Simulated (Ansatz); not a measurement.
# Reading a saddle point

A first-order saddle point of GeH5SF, closed shell, PBE0-D4/def2-TZVP, with one imaginary mode of 664i cm⁻¹:

```tsv
atom	x (Å)	y (Å)	z (Å)
Ge1	-0.5214	0.0896	-0.7338
F2	1.2309	-0.9327	-0.4264
H3	0.0364	0.1219	-2.1708
H4	-0.9575	1.5349	-0.4248
H5	-1.6206	-0.9622	-0.5887
H6	1.0398	-0.7688	0.7035
S7	0.0595	-0.1214	1.7916
H8	0.7331	1.0388	1.8493
```

Computed with Ansatz 0.2.0 (basis: def2-TZVPP and def2-QZVPP); correlated methods freeze the cores. Filled d shells of the heavier atoms are correlated. The def2 sets are not built for correlating such inner shells, so the correlated values are less sure here. Extrapolation: Hartree–Fock as exp(−7.88 √X), correlation as X^−2.97.

Q: Which contacts change along the imaginary mode, and what lies on either side? (A judgement: the text doesn't fix the answer.)

A: Computed: The step is GeH₃F ([F][GeH3]) + H₂S → GeH₄S ([SH][GeH3]) + HF, with the molecules in contact on both sides. Shortening one way: Ge1–S7, F2–H6; lengthening the same way: Ge1–F2, H6–S7.
```json
{"pair": "Ge1–S7", "one side (Å)": "3.83", "saddle (Å)": "2.60", "other side (Å)": "2.25"}
{"pair": "F2–H6", "one side (Å)": "2.30", "saddle (Å)": "1.16", "other side (Å)": "0.94"}
{"pair": "Ge1–F2", "one side (Å)": "1.75", "saddle (Å)": "2.05", "other side (Å)": "3.66"}
{"pair": "H6–S7", "one side (Å)": "1.34", "saddle (Å)": "1.60", "other side (Å)": "2.19"}
```

Q: Which side is lower, and how far does the saddle lie above each? (Judge from chemistry; the value comes from the calculation.)

A: Computed: The side with Ge1–S7, F2–H6 short is lower by 5.8 kJ/mol; the saddle lies 152.2 kJ/mol above it and 146.4 kJ/mol above the other (CCSD(T) at an estimated basis limit (MP2 extrapolated from triple and quadruple zeta, plus CCSD(T) − MP2 in triple zeta); electronic energies).

T1 diagnostic: at most 0.013.

Exchanges of this kind with a chalcogen hydride build sulfide and selenide films.

Labels in which every atom is bracketed show which atoms are joined, not bond orders.

For scale, one of the runs: CCSD(T)/def2-TZVPP, 191 basis functions (an equivalent command: `ansatz run in.yaml --threads 4`). Time: 81 s of wall clock on 4 CPU threads; the host was shared. Peak host memory: 2.1 GiB.
